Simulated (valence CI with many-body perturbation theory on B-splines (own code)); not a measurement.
## Sm55+: calculated level list

Level of theory: configuration interaction combined with many-body perturbation theory (CI+MBPT): five valence electrons over a frozen Dirac-Fock core [He], a basis of 9 s, 9 p, 8 d, 6 f, 3 g, 1 h functions for each j, with the one-electron correlation potential Σ1, the two-electron term Σ2, the three-electron term Σ3, Breit, model QED; selected CI, second order for the rest, scaled by the run's own slope (own B-spline code, finite nucleus).

The last digits are not significant, and no measured levels were compared; by estimate large intervals hold to a few tenths of a per cent, small ones and those within an open d or f shell to about a per cent. Among the levels kept, up to 3900 cm⁻¹ of a level comes from second order outside the variational space, and about a tenth of that is noise between levels of different J, which matters for small intervals.

Levels 1 to 45 of 62, with energies above the lowest level, (2s^2 2p1/2^2 2p3/2) J=3/2. "Leading %" is the weight of the configuration and term that name the level; weights of strongly mixed levels are sums over their largest components and can fall short, so below about 35 % the name and the second component can differ from the true leading terms, or belong to a minority configuration. In the jj column 3d3/2^4 stands for four electrons in 3d with j = 3/2. Lifetimes count E1, E2, E3, M1 and M2 decay at the calculated energies, and are blank where another channel may lead or the interval is too uncertain; long ones can be off by a factor of two.

| No. | Configuration | Term | J | E (eV) | Leading % | Second component | Leading jj | Lifetime |
| --- | --- | --- | --- | --- | --- | --- | --- | --- |
| 1 | 2s²2p³ | ²P° | 3/2 | 0.0 | 48 | 27 % 2s²2p³ ²D° | 2s^2 2p1/2^2 2p3/2 (100 %) |  |
| 2 | 2s²2p³ | ⁴S° | 3/2 | 610.7 | 55 | 45 % 2s²2p³ ²D° | 2s^2 2p1/2 2p3/2^2 (100 %) | 450 ps |
| 3 | 2s²2p³ | ²D° | 5/2 | 632.5 | 100 |  | 2s^2 2p1/2 2p3/2^2 (100 %) | 2.64 ns |
| 4 | 2s²2p³ | ²P° | 1/2 | 671.6 | 100 |  | 2s^2 2p1/2 2p3/2^2 (100 %) | 748 ps |
| 5 | 2s2p⁴ | ⁴P | 5/2 | 875.7 | 72 | 28 % 2s2p⁴ ²D | 2s 2p1/2^2 2p3/2^2 (100 %) | 1.66 ps |
| 6 | 2s2p⁴ | ²S | 1/2 | 958.9 | 63 | 28 % 2s2p⁴ ⁴P | 2s 2p1/2^2 2p3/2^2 (99 %) | 426 fs |
| 7 | 2s2p⁴ | ²P | 3/2 | 960.4 | 48 | 36 % 2s2p⁴ ²D | 2s 2p1/2^2 2p3/2^2 (99 %) | 239 fs |
| 8 | 2s²2p³ | ²P° | 3/2 | 1283.8 | 52 | 28 % 2s²2p³ ²D° | 2s^2 2p3/2^3 (99 %) | 138 ps |
| 9 | 2s2p⁴ | ⁴P | 3/2 | 1508.9 | 83 | 12 % 2s2p⁴ ²D | 2s 2p1/2 2p3/2^3 (100 %) | 496 fs |
| 10 | 2s2p⁴ | ²D | 5/2 | 1545.6 | 72 | 28 % 2s2p⁴ ⁴P | 2s 2p1/2 2p3/2^3 (100 %) | 491 fs |
| 11 | 2s2p⁴ | ²P | 1/2 | 1592.8 | 63 | 36 % 2s2p⁴ ⁴P | 2s 2p1/2 2p3/2^3 (99 %) | 190 fs |
| 12 | 2s2p⁴ | ²D | 3/2 | 1603.0 | 52 | 46 % 2s2p⁴ ²P | 2s 2p1/2 2p3/2^3 (100 %) | 191 fs |
| 13 | 2p⁵ | ²P° | 3/2 | 1895.6 | 99 |  | 2p1/2^2 2p3/2^3 (99 %) | 165 fs |
| 14 | 2s2p⁴ | ²S | 1/2 | 2220.5 | 36 | 36 % 2s2p⁴ ⁴P | 2s 2p3/2^4 (99 %) | 222 fs |
| 15 | 2p⁵ | ²P° | 1/2 | 2530.8 | 100 |  | 2p1/2 2p3/2^4 (100 %) | 122 fs |
| 16 | 2s²2p²3s | ⁴P | 1/2 | 6122.0 | 47 | 30 % 2s²2p²3s ²S | 2s^2 2p1/2^2 3s (100 %) | 10.7 fs |
| 17 | 2s²2p²3p | ²P° | 1/2 | 6202.2 | 45 | 39 % 2s²2p²3p ⁴D° | 2s^2 2p1/2^2 3p1/2 (100 %) | 948 fs |
| 18 | 2s²2p²3p | ²P° | 3/2 | 6396.9 | 33 | 21 % 2s²2p²3p ⁴D° | 2s^2 2p1/2^2 3p3/2 (99 %) | 989 fs |
| 19 | 2s²2p²3d | ²D | 3/2 | 6471.3 | 41 | 33 % 2s²2p²3d ⁴F | 2s^2 2p1/2^2 3d3/2 (100 %) | 8.11 fs |
| 20 | 2s²2p²3d | ²D | 5/2 | 6530.9 | 35 | 19 % 2s²2p²3d ⁴D | 2s^2 2p1/2^2 3d5/2 (100 %) | 1.50 fs |
| 21 | 2s²2p²3s | ⁴P | 3/2 | 6742.0 | 88 | 10 % 2s²2p²3s ²P | 2s^2 2p1/2 2p3/2 3s (100 %) | 15.6 fs |
| 22 | 2s²2p²3s | ²P | 1/2 | 6750.4 | 67 | 33 % 2s²2p²3s ⁴P | 2s^2 2p1/2 2p3/2 3s (100 %) | 7.32 fs |
| 23 | 2s²2p²3s | ²D | 5/2 | 6760.4 | 64 | 36 % 2s²2p²3s ⁴P | 2s^2 2p1/2 2p3/2 3s (100 %) | 14.7 fs |
| 24 | 2s²2p²3s | ²D | 3/2 | 6765.8 | 63 | 35 % 2s²2p²3s ²P | 2s^2 2p1/2 2p3/2 3s (100 %) | 7.78 fs |
| 25 | 2s²2p²3p | ⁴P° | 1/2 | 6821.6 | 48 | 28 % 2s²2p²3p ⁴D° | 2s^2 2p1/2 2p3/2 3p1/2 (100 %) | 1.37 ps |
| 26 | 2s²2p²3p | ⁴D° | 3/2 | 6827.5 | 56 | 22 % 2s²2p²3p ²D° | 2s^2 2p1/2 2p3/2 3p1/2 (100 %) | 1.29 ps |
| 27 | 2s²2p²3p | ²F° | 5/2 | 6840.4 | 48 | 31 % 2s²2p²3p ²D° | 2s^2 2p1/2 2p3/2 3p1/2 (99 %) | 962 fs |
| 28 | 2s²2p²3p | ²P° | 3/2 | 6871.1 | 42 | 26 % 2s²2p²3p ²D° | 2s^2 2p1/2 2p3/2 3p1/2 (99 %) | 434 fs |
| 29 | 2s2p³3s | ⁴P° | 5/2 | 6967.4 | 41 | 26 % 2s2p³3s ⁶S° | 2s 2p1/2^2 2p3/2 3s (86 %) | 24.7 fs |
| 30 | 2s2p³3s | ²P° | 3/2 | 6992.4 | 31 | 25 % 2s2p³3s ⁴S° | 2s 2p1/2^2 2p3/2 3s (90 %) | 9.52 fs |
| 31 | 2s²2p²3p | ²P° | 1/2 | 7009.3 | 34 | 30 % 2s²2p²3p ⁴P° | 2s^2 2p1/2 2p3/2 3p3/2 (93 %) | 131 fs |
| 32 | 2s²2p²3p | ⁴D° | 5/2 | 7013.6 | 49 | 27 % 2s²2p²3p ⁴P° | 2s^2 2p1/2 2p3/2 3p3/2 (88 %) | 145 fs |
| 33 | 2s²2p²3p | ²D° | 3/2 | 7017.9 | 53 | 23 % 2s²2p²3p ⁴P° | 2s^2 2p1/2 2p3/2 3p3/2 (99 %) | 681 fs |
| 34 | 2s²2p²3p | ²F° | 7/2 | 7025.0 | 64 | 36 % 2s²2p²3p ⁴D° | 2s^2 2p1/2 2p3/2 3p3/2 (100 %) | 875 fs |
| 35 | 2s²2p²3p | ⁴S° | 3/2 | 7036.5 | 23 | 16 % 2s²2p²3p ²P° | 2s^2 2p1/2 2p3/2 3p3/2 (71 %) | 52.3 fs |
| 36 | 2s²2p²3p | ²P° | 1/2 | 7046.1 | 22 | 21 % 2s2p³3s ⁴D° | 2s 2p1/2^2 2p3/2 3s (62 %) | 12.7 fs |
| 37 | 2s²2p²3p | ²D° | 5/2 | 7048.2 | 63 | 17 % 2s²2p²3p ²F° | 2s^2 2p1/2 2p3/2 3p3/2 (98 %) | 667 fs |
| 38 | 2s2p³3p | ⁴P | 3/2 | 7059.7 | 29 | 23 % 2s2p³3p ⁶P | 2s 2p1/2^2 2p3/2 3p1/2 (97 %) | 7.25 fs |
| 39 | 2s2p³3p | ²D | 5/2 | 7060.5 | 24 | 18 % 2s2p³3p ⁴D | 2s 2p1/2^2 2p3/2 3p1/2 (96 %) | 3.03 fs |
| 40 | 2s2p³3s | ²P° | 3/2 | 7063.3 | 22 | 15 % 2s2p³3s ⁴S° | 2s 2p1/2^2 2p3/2 3s (79 %) | 23.1 fs |
| 41 | 2s²2p²3p | ²P° | 1/2 | 7072.8 | 59 | 11 % 2s2p³3s ⁴D° | 2s^2 2p1/2 2p3/2 3p3/2 (69 %) | 29.7 fs |
| 42 | 2s²2p²3d | ⁴F | 3/2 | 7093.1 | 43 | 27 % 2s²2p²3d ²P | 2s^2 2p1/2 2p3/2 3d3/2 (98 %) | 4.38 fs |
| 43 | 2s²2p²3d | ⁴F | 5/2 | 7095.2 | 53 | 39 % 2s²2p²3d ²F | 2s^2 2p1/2 2p3/2 3d3/2 (98 %) | 15.3 fs |
| 44 | 2s²2p²3d | ⁴D | 1/2 | 7097.5 | 79 | 14 % 2s²2p²3d ²P | 2s^2 2p1/2 2p3/2 3d3/2 (100 %) | 7.76 fs |
| 45 | 2s²2p²3d | ²G | 7/2 | 7109.9 | 51 | 25 % 2s²2p²3d ²F | 2s^2 2p1/2 2p3/2 3d3/2 (97 %) | 226 fs |

The ionisation energy to 2s²2p² ³P0 of the next ion comes out as 11337 eV (NIST: 11337 ± 5 eV (theoretical)). All 62 levels together are meant to be complete up to 7289.7 eV.
